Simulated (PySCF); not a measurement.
A small calculation by hand: chemical shift, span and skew from a shielding tensor

C4H8Si, SMILES C(C)(=C=C)[SiH3]. Atoms are numbered in the order given.

```xyz
13

C      0.6698     2.4251     0.0000
C      0.1247     1.2328     0.0000
C     -0.3997     0.0291     0.0000
C     -1.8969    -0.2196     0.0000
Si     0.7731    -1.4456     0.0000
H      0.9066     2.9434    -0.9359
H      0.9066     2.9434     0.9359
H     -2.4636     0.7229     0.0000
H     -2.1962    -0.8043     0.8863
H     -2.1962    -0.8043    -0.8863
H      0.5230    -2.2945    -1.2046
H      0.5230    -2.2945     1.2046
H      2.1860    -0.9789     0.0000
```

Coordinates come from a B3LYP-D3(BJ)/def2-SVP optimisation. This is a generated structure with no PubChem entry under its InChIKey; it may be hypothetical.

GIAO shieldings from PBE/pcSseg-1 run with PySCF, non-relativistic, no solvent. The symmetric part of the tensor of C2 has the principal values -82.5, -59.9, 21.3 ppm. The same nucleus in TMS has σ = 182.0 ppm at this level (PySCF, at its B3LYP-D3(BJ)/def2-TZVP geometry).

**Question.** Work out the isotropic shielding, the ¹³C shift against TMS, the span and the skew.

**Answer.** 
σ(iso) = (σ11 + σ22 + σ33)/3 = -40.4 ppm. δ = σ(ref) − σ(iso) = 182.0 − (-40.4) = 222.4 ppm.
Span Ω = σ33 − σ11 = 103.8 ppm. Skew κ = 3(σ(iso) − σ22)/Ω = 0.56. Tumbling in solution averages the tensor to δ; in a static solid the shielding alone would spread this spin-1/2 line over Ω.
